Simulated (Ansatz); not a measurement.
Spectroscopic constants of RuS, multiplicity 5 (lowest of 2S+1 = 1, 3, 5, 7 at CCSD(T)/def2-TZVPP on PBE0 minima; our sources give no spin for the ground state, which may be another). No spin–orbit coupling. The T1 diagnostic near the minimum is 0.047, so single-reference values are doubtful.

Constants: fifth-degree fit in 1/R to seven points, most abundant isotopes. In def2 and cc sets the state is the lowest found near the PBE0 minimum, followed along R.

Codes used: Ansatz (Gaussian orbitals). Values without a source in brackets are computed. In def2 rows elements past Kr take small-core potentials, without spin–orbit coupling.

Energies at B3LYP/def2-TZVPP:

```json
[
 {"R (Å)": "1.922585", "E (hartree)": "-493.10367430"},
 {"R (Å)": "1.974267", "E (hartree)": "-493.11199409"},
 {"R (Å)": "2.021815", "E (hartree)": "-493.11640897"},
 {"R (Å)": "2.075565", "E (hartree)": "-493.11838336"},
 {"R (Å)": "2.129314", "E (hartree)": "-493.11780089"},
 {"R (Å)": "2.191333", "E (hartree)": "-493.11467124"},
 {"R (Å)": "2.263689", "E (hartree)": "-493.10855759"}
]
```

Task: With a reduced mass of 24.3366 u, find the minimum, the force constant and the constants.

Result: A fifth-degree polynomial in 1/R puts the minimum at r_e = 2.0885 Å with force constant 363 N/m. Then ω_e = (1/2πc)√(k/μ) = 503 cm⁻¹ and B_e = h/(8π²cμr_e²) = 0.1588 cm⁻¹; the cubic and quartic terms give α_e = 0.00064 and ω_e x_e = 1.5 cm⁻¹.

Ansatz is a quantum-chemistry and plane-wave program.
